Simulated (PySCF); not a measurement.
**SiBH6N3O2**

SiBH6N3O2 is a molecule drawn as a unit of a network glass or zeolite (built as: Si B3, NH2 ends, O bridges), neutral, singlet. The structure, one conformer, was relaxed in the gas phase by PBE0-D3(BJ)/def2-SVP. No frequency run checks that it is a minimum.

SMILES: NB1O[Si](N)(N)O1

```xyz
13

N    -2.044    1.385   -1.296
B    -1.018    0.694   -0.643
O     0.222    1.213   -0.249
Si    0.532   -0.351    0.348
N     0.577   -0.737    1.999
N     1.950   -0.950   -0.366
O    -1.032   -0.651   -0.255
H    -1.963    2.359   -1.545
H    -2.913    0.940   -1.549
H     1.420   -0.644    2.551
H    -0.266   -0.716    2.558
H     2.261   -0.608   -1.266
H     2.326   -1.860   -0.137
```
(Å; atoms numbered from 1)

Shieldings: GIAO PBE0/pcSseg-1. Shifts are against computed references at the same level: H TMS (σ 31.27 ppm), Si TMS (σ 352.0 ppm). Core levels by delta-SCF with SCAN, pcX-2 on the ionised atom and pcseg-1 elsewhere, spin-free X2C (2p3/2 is the spin-free 2p value less a third of a first-order spin-orbit splitting); from the vacuum level, for chosen atoms.

Q: Give the NMR and core-level values of the distinct atoms.

A: 
| atoms | bonded to | σ (ppm) | δ (ppm) | core level (eV) |
| --- | --- | --- | --- | --- |
| N1 | 1 B + 2 H | 218.3 | - | 1s 404.94 |
| B2 | 1 N + 2 O | 77.4 | - | 1s 197.07 |
| O3 O7 | 1 B + 1 Si | 183.6 | - | 1s 537.29 |
| Si4 | 2 N + 2 O | 387.8 | -35.8 | 2p3/2 107.78 |
| N5 N6 | 1 Si + 2 H | 237.4 | - | 1s 404.96 |
| H8 H9 | 1 N | 29.15 | 2.12 | - |
| H10 H13 | 1 N | 30.29 | 0.97 | - |
| H11 H12 | 1 N | 30.30 | 0.97 | - |

Values are those of this one static structure; atoms that internal rotation interchanges would show their mean in an NMR spectrum.

Q: By CAM-B3LYP/def2-SVPD (TDDFT singlets, Tamm-Dancoff triplets, ionisation by delta-SCF), where does absorption start, and what does vertical ionisation take?

A: The lowest singlet lies at 6.84 eV (f 0.032), the strongest of the first 6 at 7.20 eV (f 0.063), the lowest triplet at 6.53 eV; vertical ionisation takes 10.09 eV.
